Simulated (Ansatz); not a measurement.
The cluster Co2Si2, relaxed as a quintet with UKS PBE-D4/def2-SVP in Ansatz, starting from the PBE-D4/def2-SVP geometry of the neutral singlet. Force threshold 0.02 eV/Å.

The relaxation made no stability test and no search for a lower SCF solution. The structure comes from a short search, and lower isomers may exist.

Start:

```xyz
4

Co   -0.234    0.713   -1.047
Co   -0.237    0.563    1.135
Si   -0.941   -1.070   -0.075
Si    1.412   -0.206   -0.012
```

```json
{"step": "1", "energy (eV)": "-90973.4119", "largest force component (eV/Å)": "1.475", "SCF passes": "53"}
{"step": "2", "energy (eV)": "-90973.5850", "largest force component (eV/Å)": "0.719", "SCF passes": "39"}
{"step": "3", "energy (eV)": "-90973.6744", "largest force component (eV/Å)": "0.260", "SCF passes": "40"}
{"step": "4", "energy (eV)": "-90973.6845", "largest force component (eV/Å)": "0.037", "SCF passes": "30"}
{"step": "5", "energy (eV)": "-90973.6846", "largest force component (eV/Å)": "0.002", "SCF passes": "23"}
```

Force components are those of the run's own axes.

End:

```xyz
4

Co   -0.276    0.823   -1.000
Co   -0.278    0.678    1.103
Si   -0.850   -1.164   -0.081
Si    1.404   -0.337   -0.021
```

By distances, no bond broke or formed. The bond that changes most is Co2–Si3, from 2.15 to 2.26 Å (atoms count from 1).

No frequencies were taken in this run, so the end may be a saddle point.

Hardware: 4 threads of Arm Neoverse V2 on a shared host. Wall time 9 s.
